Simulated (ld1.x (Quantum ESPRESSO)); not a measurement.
## Logarithmic derivatives: Ho, PAW

```json
{"Element": "holmium", "Generator": "ld1.x (Quantum ESPRESSO) 7.5", "Type": "PAW", "Functional": "BLYP", "Relativity": "scalar-relativistic", "Frozen core": "[Kr] 4d10 4f10", "Valence charge": "11", "Reference configuration": "5s2 5p6 5d1 6s1 6p0 (charge +1)", "Partial waves": "5s (bound): rcut 1.60, rcutus 2.10 bohr; 6s (bound): rcut 1.60, rcutus 2.10 bohr; 5p (bound): rcut 1.95, rcutus 2.65 bohr; 6p (bound, empty): rcut 1.95, rcutus 2.65 bohr; 5d (bound): rcut 3.15, rcutus 3.70 bohr; 5d channel at 0.85 Ry: rcut 3.15, rcutus 3.70 bohr", "Local potential": "all-electron potential smoothed inside 3.35 bohr (lloc = -2)", "Core correction": "Bessel-smoothed model core inside 1.05 bohr", "Augmentation charge": "BESSEL, radius 1.45 bohr"}
```

The phase is arctan(r·u′/u) with u = r·R(r), unwrapped; energies in Ry, scanned from -6 to 5 Ry. A pole is an energy at which the radial function vanishes at the test radius. The pseudo phase is shifted by a multiple of π to meet the all-electron one at the reference energy, and phase errors are pseudo minus all-electron; the curves can meet again beyond the range given. Levels narrower than the energy grid can be missing from the lists of poles.

Task: For each channel, where are the poles, and over which energies does the pseudopotential scatter like the atom?

Result:

```csv
channel,radius (bohr),reference energy (Ry),"poles, all-electron","poles, pseudo",unbroken range about the reference energy with phases within 0.05 rad,phase error 1 Ry above the reference energy (rad)
s,4.01,-0.71,"-0.13, 3.51","-0.13, 3.57",below 1.3,+0.001
p,4.01,-0.43,"-2.60, 0.61, 4.50","-2.60, 0.61, 4.63",below 2.1,+0.001
d,4.01,-0.60,"-0.43, 2.05","-0.43, 2.21",below 2.7,+0.017
```

Phases in the d channel:

```json
{"E (Ry)": "-6.00", "all-electron": "1.465", "pseudo": "1.466"}
{"E (Ry)": "-5.74", "all-electron": "1.462", "pseudo": "1.463"}
{"E (Ry)": "-5.48", "all-electron": "1.460", "pseudo": "1.461"}
{"E (Ry)": "-5.22", "all-electron": "1.457", "pseudo": "1.458"}
{"E (Ry)": "-4.96", "all-electron": "1.454", "pseudo": "1.455"}
{"E (Ry)": "-4.70", "all-electron": "1.450", "pseudo": "1.451"}
{"E (Ry)": "-4.44", "all-electron": "1.446", "pseudo": "1.447"}
{"E (Ry)": "-4.18", "all-electron": "1.442", "pseudo": "1.443"}
{"E (Ry)": "-3.92", "all-electron": "1.437", "pseudo": "1.438"}
{"E (Ry)": "-3.66", "all-electron": "1.432", "pseudo": "1.433"}
{"E (Ry)": "-3.40", "all-electron": "1.425", "pseudo": "1.427"}
{"E (Ry)": "-3.14", "all-electron": "1.419", "pseudo": "1.421"}
{"E (Ry)": "-2.88", "all-electron": "1.410", "pseudo": "1.413"}
{"E (Ry)": "-2.62", "all-electron": "1.401", "pseudo": "1.403"}
{"E (Ry)": "-2.36", "all-electron": "1.389", "pseudo": "1.392"}
{"E (Ry)": "-2.10", "all-electron": "1.375", "pseudo": "1.378"}
{"E (Ry)": "-1.84", "all-electron": "1.356", "pseudo": "1.359"}
{"E (Ry)": "-1.58", "all-electron": "1.329", "pseudo": "1.334"}
{"E (Ry)": "-1.32", "all-electron": "1.288", "pseudo": "1.293"}
{"E (Ry)": "-1.06", "all-electron": "1.206", "pseudo": "1.213"}
{"E (Ry)": "-0.80", "all-electron": "0.888", "pseudo": "0.899"}
{"E (Ry)": "-0.54", "all-electron": "-1.360", "pseudo": "-1.359"}
{"E (Ry)": "-0.28", "all-electron": "-1.706", "pseudo": "-1.701"}
{"E (Ry)": "-0.02", "all-electron": "-1.852", "pseudo": "-1.843"}
{"E (Ry)": "0.24", "all-electron": "-2.050", "pseudo": "-2.038"}
{"E (Ry)": "0.50", "all-electron": "-2.588", "pseudo": "-2.570"}
{"E (Ry)": "0.76", "all-electron": "-3.826", "pseudo": "-3.824"}
{"E (Ry)": "1.02", "all-electron": "-4.351", "pseudo": "-4.349"}
{"E (Ry)": "1.28", "all-electron": "-4.528", "pseudo": "-4.522"}
{"E (Ry)": "1.54", "all-electron": "-4.616", "pseudo": "-4.607"}
{"E (Ry)": "1.80", "all-electron": "-4.672", "pseudo": "-4.658"}
{"E (Ry)": "2.06", "all-electron": "-4.714", "pseudo": "-4.695"}
{"E (Ry)": "2.32", "all-electron": "-4.751", "pseudo": "-4.724"}
{"E (Ry)": "2.58", "all-electron": "-4.787", "pseudo": "-4.748"}
{"E (Ry)": "2.84", "all-electron": "-4.828", "pseudo": "-4.771"}
{"E (Ry)": "3.10", "all-electron": "-4.884", "pseudo": "-4.795"}
{"E (Ry)": "3.36", "all-electron": "-4.975", "pseudo": "-4.819"}
{"E (Ry)": "3.62", "all-electron": "-5.181", "pseudo": "-4.848"}
{"E (Ry)": "3.88", "all-electron": "-5.959", "pseudo": "-4.885"}
{"E (Ry)": "4.14", "all-electron": "-7.211", "pseudo": "-4.935"}
{"E (Ry)": "4.40", "all-electron": "-7.548", "pseudo": "-5.015"}
{"E (Ry)": "4.66", "all-electron": "-7.668", "pseudo": "-5.165"}
{"E (Ry)": "4.92", "all-electron": "-7.730", "pseudo": "-5.537"}
```
